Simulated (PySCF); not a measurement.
**CsPb: from constants to spectrum**

UHF-CCSD(T) constants of CsPb, ⁴Σ⁻ (quartet), unpaired electrons σ ↑, π ↑↑ (Cs def2-SVP with ECP46, Pb def2-SVP with ECP60; scalar-relativistic core potentials (PySCF 2.14); masses 132.9054 and 207.9766 u):

```
ωe            : 75.7 cm⁻¹
ωexe          : 0.135 cm⁻¹
Be            : 0.015265 cm⁻¹
αe            : 4.07e-05 cm⁻¹
De to Cs + Pb : 1.16 eV
```

Problem. What force constant and bond length do these constants imply?

Solution. Reduced mass μred = 81.087 u; k = 5.8918×10⁻⁷·μred·ωe² (u, cm⁻¹, mdyn/Å) = 0.274 mdyn/Å; Re = √(16.8576/(μred·Be)) (u, cm⁻¹, Å) = 3.690 Å.

Problem. Estimate the centrifugal constant D from the Kratzer relation and find the Dunham coefficient a1.

Solution. D = 4Be³/ωe² = 2.48e-09 cm⁻¹; a1 = −1 − αeωe/(6Be²) = -3.20.

Correlated steps freeze 4 core orbitals. Correlated levels converge slowly with the basis: in double zeta they bind strong bonds too weakly, by up to about 1 eV, and carry superposition errors of some tenths. These are scalar-relativistic numbers at best; spin–orbit coupling would shift them, the dissociation energy most. The state is the lowest determinant that a PBE0 search found; another state may lie lower at other levels.
